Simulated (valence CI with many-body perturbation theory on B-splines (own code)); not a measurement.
# Which ion has this spectrum?

A relativistic CI+MBPT calculation for an atom or ion with 22 electrons gives these levels (cm⁻¹):

| J | Parity | E | g |
| --- | --- | --- | --- |
| 0 | even | 0 |  |
| 1 | even | 102866 | 1.49 |
| 2 | even | 158435 | 1.37 |
| 4 | even | 172499 | 1.14 |
| 3 | even | 183727 | 1.29 |
| 0 | even | 260413 |  |
| 4 | even | 273730 | 1.14 |
| 2 | even | 288461 | 1.02 |
| 3 | even | 291428 | 1.03 |
| 5 | even | 313270 | 1.08 |
| 1 | even | 325034 | 1.23 |
| 6 | even | 329850 | 1.09 |
| 4 | even | 353847 | 1.03 |
| 2 | even | 361642 | 1.14 |

The energies are calculated, and their last digits are not significant.

(1) Which is it?
A. La35+
B. Ba34+
C. Xe32+
D. Ce36+

## Answers

(1) B. Ba34+, ground level (3d3/2^4) J=0.
